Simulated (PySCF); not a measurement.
# Excitation energy of Bi⁺ by level of theory

Bi⁺ [Xe] 4f14 5d10 6s2 6p2 (3P) → Bi⁺ [Xe] 4f14 5d10 6s1 6p3 (5S), as a difference of total energies. Computed with PySCF 2.14 in aug-cc-pwCVTZ-DK3 with one added diffuse shell each of s, d, f type (12s10p9d6f1g, 138 functions), with the spin-free X2C one-electron Hamiltonian (Gaussian nucleus). The calculations carry no spin-orbit coupling.

| method | excitation energy (eV) |
| --- | --- |
| UHF | 6.222 |
| M06-L | 8.653 |
| B3LYP | 8.707 |

Spin-orbit coupling is strong in these open shells (close to jj coupling). The scalar numbers leave it out and a first-order estimate fails, so it can dominate the gap to the real levels.
